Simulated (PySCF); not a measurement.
Computed structure and properties of [Bi(H2O)4]3+

System: [Bi(H2O)4]3+ (singlet); start: displaced along the imaginary mode (S4). Method: PySCF 2.14.0, RKS PBE0, Bi def2-SVP with ECP60, O def2-SVP, H def2-SVP; non-relativistic Hamiltonian with scalar-relativistic core potentials where named; density fitting; no spin-orbit coupling.

Input of the relaxation:

```python
mol = gto.M(atom='''
Bi     0.00000    -0.00000     0.00000
O      1.28833     1.38028     1.38682
H      1.43293     1.25597     2.38395
H      1.84999     2.16941     1.08268
O     -1.28833    -1.38682     1.38028
H     -1.84999    -1.08268     2.16941
H     -1.43293    -2.38395     1.25597
O      1.28833    -1.38028    -1.38682
H      1.84999    -2.16941    -1.08268
H      1.43293    -1.25597    -2.38395
O     -1.28833     1.38682    -1.38028
H     -1.43293     2.38395    -1.25597
H     -1.84999     1.08268    -2.16941''',
    basis={'Bi': 'def2-SVP', 'O': 'def2-SVP', 'H': 'def2-SVP'},
    ecp={'Bi': 'def2-SVP'},
    charge=3, spin=0)
mf = dft.RKS(mol, xc='PBE0')
mf.grids.atom_grid = (50, 194)
mf = mf.density_fit()  # fitting sets: Bi def2-universal-JKFIT, O def2-universal-JKFIT, H def2-universal-JKFIT
mf.conv_tol = 1e-08; mf.max_cycle = 55
mf.kernel(dm0)  # dm0: converged density of the start geometry
# quasi-Newton relaxation in Cartesian coordinates to a largest gradient under 0.00045 Eh/bohr, steps kept in the point group
```

Run from Python with OMP_NUM_THREADS=2; the lines above give its settings. Where DIIS fails, smearing, a level shift and second-order steps follow.
It took 3.2 min on 2 threads of Intel(R) Xeon(R) Platinum 8259CL CPU @ 2.50GHz (Skylake/Cascade Lake), with other jobs on the host, from the converged density of the start.

Course of the relaxation:

| step | energy above end (eV) | largest force component within the symmetry (eV/Å) |
| --- | --- | --- |
| 0 | 0.2195 | 1.328 |
| 1 | 0.0229 | 0.166 |
| 2 | 0.0195 | 0.041 |
| 3 | 0.0195 | 0.099 |
| 4 | 0.0173 | 0.035 |
| 5 | 0.0154 | 0.070 |
| 6 | 0.0139 | 0.253 |
| 7 | 0.0100 | 0.028 |
| 17 | 0.0006 | 0.036 |
| 18 | 0.0005 | 0.031 |
| 19 | 0.0003 | 0.018 |
| 20 | 0.0002 | 0.024 |
| 21 | 0.0001 | 0.015 |
| 22 | 0.0000 | 0.011 |
(The steps between are left out.)

Relaxed geometry (S4):

```xyz
13

Bi   -0.0002    0.0000    0.0000
O     1.3715    1.3074    1.3757
H     1.2636    1.4624    2.3417
H     2.1755    1.8113    1.1144
O    -1.3715   -1.3759    1.3076
H    -2.1752   -1.1149    1.8118
H    -1.2638   -2.3418    1.4624
O     1.3715   -1.3074   -1.3757
H     2.1755   -1.8113   -1.1144
H     1.2636   -1.4624   -2.3417
O    -1.3715    1.3759   -1.3076
H    -1.2638    2.3418   -1.4624
H    -2.1752    1.1149   -1.8118
```

```tsv
contact	Å
Bi1–O2 (H2O)	2.342
Bi1–O5 (H2O)	2.342
Bi1–O8 (H2O)	2.342
Bi1–O11 (H2O)	2.342
```

On the finer grid (75, 302):

* HOMO: -24.18 eV
* LUMO: -16.86 eV
* Dipole about the centre of mass: 0.00 D
* Set of Mulliken populations of Bi1 outside the core potential: s 4.01, p 7.01, d 10.18
* D3(BJ) dispersion energy (not in the energies): -0.199 eV

```tsv
atom	Mulliken (e)	Löwdin (e)	spin (e)
Bi1	1.80	1.59	0.00
O2	-0.33	-0.02	0.00
H3	0.31	0.18	0.00
H4	0.31	0.18	0.00
O5	-0.33	-0.02	0.00
H6	0.31	0.18	0.00
H7	0.31	0.18	0.00
O8	-0.33	-0.02	0.00
H9	0.31	0.18	0.00
H10	0.31	0.18	0.00
O11	-0.33	-0.02	0.00
H12	0.31	0.18	0.00
H13	0.31	0.18	0.00
```

No frequency check is given for this geometry.

Taking off one H2O (charge 0, singlet; the rest: singlet) in vacuum, both parts rigid, costs 3.04 eV; the small basis without counterpoise inflates it. Parting with an electron moved from the ligand to the metal can be far cheaper, even downhill.

Rigid scan of H2O along the line from its metal:

```tsv
distance to O2 (Å)	energy (eV)
2.04	0.585
2.14	0.222
2.24	0.047
2.34	0.000
2.44	0.035
2.54	0.123
2.74	0.381
```

One start shape was tried, so this needn't be the lowest isomer.
